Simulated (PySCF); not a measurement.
**Spinor energies of Pt (platinum, neutral)**

Start: [Xe] 4f14 5d9 6p1; 5d3/2 filled at m_j = -3/2, -1/2, +1/2, +3/2; 5d5/2 filled at m_j = -3/2, -1/2, +1/2, +3/2, +5/2; 6p3/2 filled at m_j = +3/2. Calculated with PySCF 2.14 in x2c-TZVPall-2c: generalised Hartree-Fock with the X2C-1e Hamiltonian and a Gaussian nucleus; spin-orbit coupling (SO) screened by Boettger's factors. This is a chosen level, not necessarily the ground level.

```csv
spinor shell,electrons,"ε, screened SO (eV)",weight of nominal j (screened SO),"rms radius, screened SO (bohr)"
1s1/2,2,-78807.3,1.000,0.0194
2s1/2,2,-13994.5,1.000,0.0782
2p1/2,2,-13390.0,1.000,0.0663
2p3/2,4,-11655.4,1.000,0.0741
3s1/2,2,-3357.2,1.000,0.200
3p1/2,2,-3086.7,1.000,0.191
3p3/2,4,-2699.5,1.000,0.207
3d3/2,4,-2254.4,1.000,0.182
3d5/2,6,-2171.3,1.000,0.186
4s1/2,2,-760.61,1.000,0.441
4p1/2,2,-644.76,1.000,0.447
4p3/2,4,-551.26,1.000,0.480
4d3/2,4,-361.26,1.000,0.496
4d5/2,6,-343.09,1.000,0.508
5s1/2,2,-124.46,1.000,1.02
4f5/2,6,-97.683,0.999,0.564
5p1/2,2,-86.011,0.999,1.12
5p3/2,4,-68.881,0.999,1.21
5d3/2,4,-16.705,0.910,1.69
5d5/2,5,-14.099,0.749,2.07
6p3/2,1,-4.676,1.000,4.46
```

**Question.** Where does 4f7/2 lie, and what is the 4f spin-orbit splitting (screened SO)?

**Answer.** At -94.118 eV, 3.565 eV above 4f5/2.

| quantity | screened SO |
| --- | --- |
| E (hartree) | -18426.51213 |
| M_J | 4 |
| ⟨J²⟩ | 28.268 |
| ⟨L²⟩ | 14.768 |
| ⟨S²⟩ | 4.520 |

The determinant has a definite M_J but mixes levels of different J.

Each row is a mean over spinors that exchange with the open shell spreads, by up to 4.382 eV (5p3/2).

Rows whose weight is well below 1 are mixtures of j = l ± 1/2: exchange outweighs spin-orbit coupling there, and the label is only the starting occupation.

Breit and QED terms are absent; they matter most for the inner s and p1/2 levels.

Densities and radii are taken from the X2C orbitals without a picture-change correction, which distorts them close to the nucleus.
